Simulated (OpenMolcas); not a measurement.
**What dynamic correlation does to the levels of Re IV**

| Property | Result |
| --- | --- |
| Program | OpenMolcas 26.06 |
| Basis | ANO-RCC-VDZ [7s6p4d2f] |
| Scalar Hamiltonian | DKH2, point nucleus |
| Active space | 4 electrons in 5 orbitals (5d) |
| State averaging | 2S+1 = 5 even, 5 roots; 2S+1 = 3 even, 45 roots (35 in the spin-orbit step); 2S+1 = 1 even, 50 roots (23 in the spin-orbit step) |
| Spin-orbit coupling | RASSI with atomic mean-field integrals over the reference wave functions, term energies averaged over their components |

Methods on the same reference wave functions:
A. CASSCF
B. SS-CASPT2, IPEA 0.25 Eh, imaginary shift 0.1 Eh (closed shells correlated: 5s 5p)

Energies in cm-1 above 5d4 5D0, the measured ground level; measured values from the list in Brasseur, Gamrath and Quinet, At. Data Nucl. Data Tables 157, 101636 (2024).

```csv
Level,A,B,Measured
5d4 5D0 [67 %],0.0,0.0,0.0
5d4 5D1,2865,3400,3084
5d4 5D2,5966,6790,5979
5d4 5D3,8518,9310,8350
5d4 5D4,10671,11250,10121
5d4 3P0 [55 %],17708,16220,
5d4 3H4 [59 %],19419,19590,16946
5d4 3H5,23362,23710,20930
5d4 3G3 [56 %],23881,23300,19817
5d4 3P1,24037,22060,19340
```

Deviations, from unrounded energies. A percentage is the sum of absolute deviations over the sum of measured energies, with the sign that they share, or ± where signs differ.

```
                        Against measurement  Levels      A      B
             mean absolute deviation (cm-1)       8   1800   1900
      fine structure of the ground term (%)       4   ±3.4  +11.7
other terms of the ground configuration (%)       4  +17.7  +15.1
```

A, B lie about equally close to measurement. The largest miss of A in the table is 5d4 3P1, by +4700 cm-1. The ranking rests on the paired levels alone, and a cruder setting can come out closer through cancelling errors.

From A to B the spin-free energies of the other terms of 5d4 shown, above 5D, scale by factors of 0.81 to 0.97.

The lowest spin-free term lies below A's lowest term by 0.182 hartree in B.

Term energies are means over components that CASPT2 splits; among the terms shown or strongly mixed into the levels shown the widest spread is 110 cm-1 (5d4 1G, B). Some high roots are left out of the spin-orbit mixing, which shifts the levels that they would mix with. The basis is small and was not contracted for so high a charge. Without dynamic correlation excited terms often stand tens of per cent too high (terms of higher spin than the ground term too low), and those without a measured partner can miss by more than the paired ones (holds for A). Some levels mix across a computed gap that differs much from the measured one, so their mixing is not that of the real levels (holds for A). Some terms miss by over 15 % even with CASPT2, which points to a basis or an active space too small for the shells correlated (holds for B). Measured partners are found by configuration, term and J. A level has none where our copy of the source lacks it or the pairing is in doubt (some pairs that miss far off the trend of their configuration count as doubtful), and it then counts in no deviation. Levels of configurations outside the active space are missing. Levels that lie high or do not pair safely by name in every column are left out.

A share in square brackets marks a mixed level and gives the weight of the term that names it, the lowest over the columns.
